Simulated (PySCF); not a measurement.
ClGeH$_{3}$OSi, CH$_{5}$BGeN, BGeH$_{5}$NSi, BGeH$_{4}$N$_{2}$ and others (calculated)

Computed with PySCF 2.14.0. Calculation on a computer-drawn molecule: the log of a Hartree-Fock and frozen-core CCSD(T) single point meant for a local Hartree-Fock minimum, with one planted fault or none, to be diagnosed. Offsets are logged minus clean, where the clean run is the same molecule without the fault. The reference is restricted for singlets and unrestricted otherwise, and also for a bond in bohr or an excited solution. Adding or removing an electron swaps singlet and doublet. The excited solution moves the top pair (singlet) or top alpha electron (doublet) to the lowest empty orbital. Highest occupied and lowest empty are orbital energies over both spins, largest force is the largest gradient component, triples share is (T) over the correlation energy, the T1 limit is 0.02 restricted and 0.045 unrestricted, electrons count all cores, a negative frequency is imaginary (commonest isotopes), and the dipole is about the centre of nuclear charge; on germanium a core potential holds 10 electrons, which the energies leave out, and 3d is frozen in MP2 and coupled-cluster steps.

Common to all runs: logged SCF converged yes; logged CC converged yes; logged SCF stable within its kind yes; possible faults no fault, one electron removed, one electron added, multiplicity raised by two, geometry at a saddle point, SCF held on an excited solution, minimal basis STO-3G, one bond length entered in bohr, all coordinates scaled.

(1) 
```xyz
7
formula=ClGeH3OSi meant_charge=0 meant_multiplicity=1 meant_basis=cc-pV(D+d)Z meant_basis_and_core_potential_on_germanium=cc-pVDZ-PP_ECP10MDF logged_electrons=74 logged_basis_functions=98 logged_spin_squared=0 logged_highest_occupied=-9.7029 logged_lowest_empty=1.449 logged_largest_force=3.466e-05 logged_lowest_frequency=71.941 logged_T1_diagnostic=0.015055 logged_D1_diagnostic=0.049548 logged_triples_share=0.026415 logged_dipole_magnitude=2.6155 logged_energy_HF=-1118.51473 logged_energy_CCSD(T)=-1119.07123 planted_fault=no_fault HF_energy_offset_from_clean_run=0 CCSD(T)_energy_offset_from_clean_run=0
Cl     0.8176    -1.7913    -0.9613
Si    -0.5006    -0.0965    -1.0556
O      0.2603     0.9570    -0.0985
Ge     1.6968     1.2495     0.9545
H      2.9407     1.1106     0.0868
H      1.5182     2.6709     1.4716
H      1.6598     0.2245     2.0803
```

Units: logged_highest_occupied, logged_lowest_empty in eV; logged_largest_force in hartree/bohr; logged_lowest_frequency in cm⁻¹; logged_dipole_magnitude in debye; logged_energy_HF, logged_energy_CCSD(T) in hartree; HF_energy_offset_from_clean_run, CCSD(T)_energy_offset_from_clean_run in kcal/mol.

Drawn bonds:
```tsv
atom	other atom	order
1	2	1
2	3	1
3	4	1
4	5	1
4	6	1
4	7	1
```

(2) 
```xyz
9
formula=CH5BGeN meant_charge=0 meant_multiplicity=2 meant_basis=cc-pVDZ meant_basis_and_core_potential_on_germanium=cc-pVDZ-PP_ECP10MDF logged_electrons=56 logged_basis_functions=90 logged_spin_squared=0 logged_highest_occupied=-0.58827 logged_lowest_empty=8.7536 logged_largest_force=0.049284 logged_T1_diagnostic=0.013836 logged_D1_diagnostic=0.03928 logged_triples_share=0.032709 logged_dipole_magnitude=3.8325 logged_energy_HF=-413.27116 logged_energy_CCSD(T)=-413.81859 planted_fault=one_electron_added HF_energy_offset_from_clean_run=7.328 CCSD(T)_energy_offset_from_clean_run=-8.505
N     -2.3690     2.2927     0.5739
B     -1.7442     1.5823    -0.2128
C     -0.9642     0.6611    -1.1779
Ge    -0.8200    -1.1985    -0.5005
H     -2.8667     2.8726     1.1935
H      0.0458     1.0479    -1.3299
H     -1.4603     0.6325    -2.1505
H     -0.0601    -1.2316     0.8340
H     -2.2127    -1.8248    -0.3348
```

Units: logged_highest_occupied, logged_lowest_empty in eV; logged_largest_force in hartree/bohr; logged_dipole_magnitude in debye; logged_energy_HF, logged_energy_CCSD(T) in hartree; HF_energy_offset_from_clean_run, CCSD(T)_energy_offset_from_clean_run in kcal/mol.

Drawn bonds:
```tsv
atom	other atom	order
1	2	2
2	3	1
3	4	1
1	5	1
3	6	1
3	7	1
4	8	1
4	9	1
```

(3) 
```xyz
9
formula=CH5BGeN meant_charge=0 meant_multiplicity=2 meant_basis=cc-pVDZ meant_basis_and_core_potential_on_germanium=cc-pVDZ-PP_ECP10MDF logged_electrons=55 logged_basis_functions=90 logged_spin_squared=0.7771 logged_highest_occupied=-10.264 logged_lowest_empty=1.5794 logged_largest_force=0.032868 logged_T1_diagnostic=0.017711 logged_D1_diagnostic=0.074619 logged_triples_share=0.031095 logged_dipole_magnitude=0.55014 logged_energy_HF=-413.26217 logged_energy_CCSD(T)=-413.77035 planted_fault=all_coordinates_scaled,by_-2.5_% HF_energy_offset_from_clean_run=4.023 CCSD(T)_energy_offset_from_clean_run=7.265
N     -1.5455    -0.0231    -1.3469
B     -0.4445    -0.0321    -0.8628
C      0.8976    -0.0584    -0.2425
Ge     1.3163    -0.8526     1.4345
H     -2.4197    -0.0110    -1.7426
H      1.6933     0.4018    -0.7702
H      0.0921    -1.4622     2.0265
H      2.3588    -1.9037     1.2358
H      1.8558     0.1929     2.3548
```

Units: logged_highest_occupied, logged_lowest_empty in eV; logged_largest_force in hartree/bohr; logged_dipole_magnitude in debye; logged_energy_HF, logged_energy_CCSD(T) in hartree; HF_energy_offset_from_clean_run, CCSD(T)_energy_offset_from_clean_run in kcal/mol.

Drawn bonds:
```tsv
atom	other atom	order
1	2	2
2	3	1
3	4	1
1	5	1
3	6	1
4	7	1
4	8	1
4	9	1
```

(4) 
```xyz
9
formula=BGeH5NSi meant_charge=1 meant_multiplicity=1 meant_basis=cc-pV(D+d)Z meant_basis_and_core_potential_on_germanium=cc-pVDZ-PP_ECP10MDF logged_electrons=62 logged_basis_functions=99 logged_spin_squared=0 logged_highest_occupied=-16.299 logged_lowest_empty=-5.7508 logged_largest_force=0.11181 logged_T1_diagnostic=0.016258 logged_D1_diagnostic=0.045361 logged_triples_share=0.031892 logged_dipole_magnitude=2.029 logged_energy_HF=-664.04728 logged_energy_CCSD(T)=-664.51506 planted_fault=all_coordinates_scaled,by_-6.5_% HF_energy_offset_from_clean_run=28.46 CCSD(T)_energy_offset_from_clean_run=35.38
N      1.2526    -0.1768     1.4632
B      0.5759    -0.2893     0.5515
Si    -0.6528    -0.2909    -0.8444
Ge    -1.9564     1.4424    -0.1103
H      1.8372    -0.1354     2.1801
H     -0.1702     0.1249    -2.0601
H     -1.4988    -1.3707    -0.8882
H     -1.7056     2.8095    -0.4131
H     -3.0572     1.2888     0.7776
```

Units: logged_highest_occupied, logged_lowest_empty in eV; logged_largest_force in hartree/bohr; logged_dipole_magnitude in debye; logged_energy_HF, logged_energy_CCSD(T) in hartree; HF_energy_offset_from_clean_run, CCSD(T)_energy_offset_from_clean_run in kcal/mol.

Drawn bonds:
```tsv
atom	other atom	order
1	2	2
2	3	1
3	4	1
1	5	1
3	6	1
3	7	1
4	8	1
4	9	1
```

(5) 
```xyz
8
formula=BGeH4N2 meant_charge=1 meant_multiplicity=1 meant_basis=cc-pVDZ meant_basis_and_core_potential_on_germanium=cc-pVDZ-PP_ECP10MDF logged_electrons=53 logged_basis_functions=85 logged_spin_squared=0.7621 logged_highest_occupied=-22.132 logged_lowest_empty=-12.821 logged_largest_force=0.088368 logged_T1_diagnostic=0.02299 logged_D1_diagnostic=0.085259 logged_triples_share=0.031014 logged_dipole_magnitude=6.0713 logged_energy_HF=-428.53008 logged_energy_CCSD(T)=-429.01457 planted_fault=one_electron_removed HF_energy_offset_from_clean_run=330.2 CCSD(T)_energy_offset_from_clean_run=366.9
N     -1.4273     0.4430     2.2837
B     -0.5146     1.1596     1.9301
Ge     0.9942     2.3557     1.3469
N      2.3662     1.6469     0.5706
H     -2.1752    -0.1407     2.5740
H      1.0568     3.8498     1.5207
H      2.4550     0.6612     0.3912
H      3.1553     2.1841     0.2532
```

Units: logged_highest_occupied, logged_lowest_empty in eV; logged_largest_force in hartree/bohr; logged_dipole_magnitude in debye; logged_energy_HF, logged_energy_CCSD(T) in hartree; HF_energy_offset_from_clean_run, CCSD(T)_energy_offset_from_clean_run in kcal/mol.

Drawn bonds:
```tsv
atom	other atom	order
1	2	2
2	3	1
3	4	1
1	5	1
3	6	1
4	7	1
4	8	1
```

(6) 
```xyz
8
formula=BGeH4N2 meant_charge=1 meant_multiplicity=1 meant_basis=cc-pVDZ meant_basis_and_core_potential_on_germanium=cc-pVDZ-PP_ECP10MDF logged_electrons=54 logged_basis_functions=85 logged_spin_squared=0 logged_highest_occupied=-16.516 logged_lowest_empty=-4.924 logged_largest_force=4.328e-05 logged_lowest_frequency=122.74 logged_T1_diagnostic=0.020912 logged_D1_diagnostic=0.071721 logged_triples_share=0.035702 logged_dipole_magnitude=1.7493 logged_energy_HF=-429.05627 logged_energy_CCSD(T)=-429.59927 planted_fault=no_fault HF_energy_offset_from_clean_run=0 CCSD(T)_energy_offset_from_clean_run=0
N     -1.4273     0.4430     2.2837
B     -0.5146     1.1596     1.9301
Ge     0.9942     2.3557     1.3469
N      2.3662     1.6469     0.5706
H     -2.1752    -0.1407     2.5740
H      1.0568     3.8498     1.5207
H      2.4550     0.6612     0.3912
H      3.1553     2.1841     0.2532
```

Units: logged_highest_occupied, logged_lowest_empty in eV; logged_largest_force in hartree/bohr; logged_lowest_frequency in cm⁻¹; logged_dipole_magnitude in debye; logged_energy_HF, logged_energy_CCSD(T) in hartree; HF_energy_offset_from_clean_run, CCSD(T)_energy_offset_from_clean_run in kcal/mol.

Drawn bonds:
```tsv
atom	other atom	order
1	2	2
2	3	1
3	4	1
1	5	1
3	6	1
4	7	1
4	8	1
```

Notes: T1 above single-reference limit.

(7) 
```xyz
9
formula=AlBGeH5N meant_charge=0 meant_multiplicity=1 meant_basis=cc-pV(D+d)Z meant_basis_and_core_potential_on_germanium=cc-pVDZ-PP_ECP10MDF logged_electrons=61 logged_basis_functions=99 logged_spin_squared=0.7858 logged_highest_occupied=-15.307 logged_lowest_empty=-8.0468 logged_largest_force=0.084131 logged_T1_diagnostic=0.025698 logged_D1_diagnostic=0.10798 logged_triples_share=0.03643 logged_dipole_magnitude=3.2158 logged_energy_HF=-617.01581 logged_energy_CCSD(T)=-617.46841 planted_fault=one_electron_removed HF_energy_offset_from_clean_run=207.6 CCSD(T)_energy_offset_from_clean_run=216.1
N     -0.0900     1.4755     2.8334
B      0.6227     0.5549     2.4366
Ge     1.8027    -0.9456     1.6695
Al     1.9971    -0.6980    -0.8188
H     -0.6576     2.2014     3.1824
H      1.1586    -2.2775     2.0802
H      3.1617    -0.8545     2.3782
H      3.1596     0.1737    -1.4389
H      0.9474    -1.3994    -1.7685
```

Units: logged_highest_occupied, logged_lowest_empty in eV; logged_largest_force in hartree/bohr; logged_dipole_magnitude in debye; logged_energy_HF, logged_energy_CCSD(T) in hartree; HF_energy_offset_from_clean_run, CCSD(T)_energy_offset_from_clean_run in kcal/mol.

Drawn bonds:
```tsv
atom	other atom	order
1	2	2
2	3	1
3	4	1
1	5	1
3	6	1
3	7	1
4	8	1
4	9	1
```

(8) 
```xyz
8
formula=BGeH4NSi meant_charge=0 meant_multiplicity=1 meant_basis=cc-pV(D+d)Z meant_basis_and_core_potential_on_germanium=cc-pVDZ-PP_ECP10MDF logged_electrons=63 logged_basis_functions=94 logged_spin_squared=0.7686 logged_highest_occupied=-1.8724 logged_lowest_empty=6.9217 logged_largest_force=0.023213 logged_T1_diagnostic=0.017385 logged_D1_diagnostic=0.047723 logged_triples_share=0.035189 logged_dipole_magnitude=5.8253 logged_energy_HF=-663.76373 logged_energy_CCSD(T)=-664.2545 planted_fault=one_electron_added HF_energy_offset_from_clean_run=-22.03 CCSD(T)_energy_offset_from_clean_run=-25.9
N     -2.5561    -0.5129    -2.5424
B     -2.2711    -0.5178    -1.3465
Ge    -1.6909    -0.5426     0.6271
Si     0.6881    -1.1673     0.6977
H     -2.8111    -0.5061    -3.4943
H     -2.5783    -1.5490     1.3728
H     -1.9584     0.8492     1.2136
H      0.3727    -2.5859     0.2732
```

Units: logged_highest_occupied, logged_lowest_empty in eV; logged_largest_force in hartree/bohr; logged_dipole_magnitude in debye; logged_energy_HF, logged_energy_CCSD(T) in hartree; HF_energy_offset_from_clean_run, CCSD(T)_energy_offset_from_clean_run in kcal/mol.

Drawn bonds:
```tsv
atom	other atom	order
1	2	2
2	3	1
3	4	1
1	5	1
3	6	1
3	7	1
4	8	1
```

(9) 
```xyz
11
formula=CH7GeNSi meant_charge=0 meant_multiplicity=1 meant_basis=cc-pV(D+d)Z meant_basis_and_core_potential_on_germanium=cc-pVDZ-PP_ECP10MDF logged_electrons=66 logged_basis_functions=109 logged_spin_squared=0 logged_highest_occupied=-9.6642 logged_lowest_empty=2.2978 logged_largest_force=0.031032 logged_T1_diagnostic=0.017083 logged_D1_diagnostic=0.061258 logged_triples_share=0.034178 logged_dipole_magnitude=3.5505 logged_energy_HF=-678.65922 logged_energy_CCSD(T)=-679.25003 planted_fault=all_coordinates_scaled,by_+3.2_% HF_energy_offset_from_clean_run=6.484 CCSD(T)_energy_offset_from_clean_run=1.193
N      1.4942    -2.3295    -0.3372
Si     1.3242    -0.8563     0.3211
C      0.6183     0.7806    -0.3934
Ge    -1.2303     1.3309     0.2857
H      1.2269    -2.5734    -1.3072
H      1.7698    -0.6766     1.7617
H      0.5646     0.7198    -1.5187
H      1.3237     1.6220    -0.1226
H     -1.5975     2.7450    -0.3145
H     -1.2188     1.4189     1.8643
H     -2.3055     0.2664    -0.1686
```

Units: logged_highest_occupied, logged_lowest_empty in eV; logged_largest_force in hartree/bohr; logged_dipole_magnitude in debye; logged_energy_HF, logged_energy_CCSD(T) in hartree; HF_energy_offset_from_clean_run, CCSD(T)_energy_offset_from_clean_run in kcal/mol.

Drawn bonds:
```tsv
atom	other atom	order
1	2	2
2	3	1
3	4	1
1	5	1
2	6	1
3	7	1
3	8	1
4	9	1
4	10	1
4	11	1
```

(10) 
```xyz
7
formula=GeH4NSi meant_charge=-1 meant_multiplicity=1 meant_basis=aug-cc-pV(D+d)Z meant_basis_and_core_potential_on_germanium=aug-cc-pVDZ-PP_ECP10MDF logged_electrons=58 logged_basis_functions=123 logged_spin_squared=0.9445 logged_highest_occupied=-3.0965 logged_lowest_empty=3.7702 logged_largest_force=0.026547 logged_T1_diagnostic=0.063009 logged_D1_diagnostic=0.24638 logged_triples_share=0.051539 logged_dipole_magnitude=2.6973 logged_energy_HF=-638.96932 logged_energy_CCSD(T)=-639.41079
N     -1.2961     0.3429    -1.9255
Si    -0.1213     1.4456    -2.0864
Ge     1.7081     1.8757    -3.6268
H     -1.5007    -0.8250    -3.4131
H     -0.0653     2.3040    -0.8507
H      1.3588     3.4296    -3.7047
H      0.9421     1.4347    -4.9475
```

Units: logged_highest_occupied, logged_lowest_empty in eV; logged_largest_force in hartree/bohr; logged_dipole_magnitude in debye; logged_energy_HF, logged_energy_CCSD(T) in hartree.

Drawn bonds:
```tsv
atom	other atom	order
1	2	2
2	3	1
1	4	1
2	5	1
3	6	1
3	7	1
```

Notes: T1 above single-reference limit.

Question: Give the missing planted fault for GeH$_{4}$NSi (entry 10).
Answer: one bond length entered in bohr, row 3 of the drawn bonds

Further results for GeH$_{4}$NSi (entry 10):

| Property | Result |
| --- | --- |
| HF energy offset from clean run | 73.74 kcal/mol |
| CCSD(T) energy offset from clean run | 81.88 kcal/mol |
